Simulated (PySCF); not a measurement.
**Palladium: a sound run and one with changed settings**

Sound run: Pd [Kr] 4d10, Pd⁺ [Kr] 4d9. Computed with PySCF 2.14 in aug-cc-pVDZ-PP with ECP28MDF (5s5p4d2f, 54 functions), with scalar relativity through the core potential. The sound run starts from symmetry-adapted Hartree-Fock orbitals and uses a fine grid where one is needed.

Changed run: basis STO-3G, all-electron and non-relativistic. This setting is unsound on purpose.

```csv
species,method,sound run (hartree),changed run (hartree),converged
Pd,UHF,-126.60791,-4888.59991,yes
Pd,PBE0,-127.43373,-4890.18435,yes
Pd,PBE,-127.45704,-4889.86961,yes
Pd⁺,UHF,-126.37647,-4888.95469,yes
Pd⁺,PBE0,-127.12441,-4890.48697,yes
Pd⁺,PBE,-127.13322,-4890.17383,yes
```

Ionisation energy of Pd:

| method | sound run (eV) | changed run (eV) |
| --- | --- | --- |
| UHF | 6.298 | -9.654 |
| PBE0 | 8.417 | -8.235 |
| PBE | 8.812 | -8.278 |

A minimal basis cannot let orbitals breathe on ionisation and holds almost no correlation. The Hamiltonian changed with the basis, so the totals do not compare. A negative ionisation energy or a positive MP2 energy shows that the occupation asked for is not the lowest one in this basis.

For comparison, NIST gives 8.337 eV between the lowest levels.
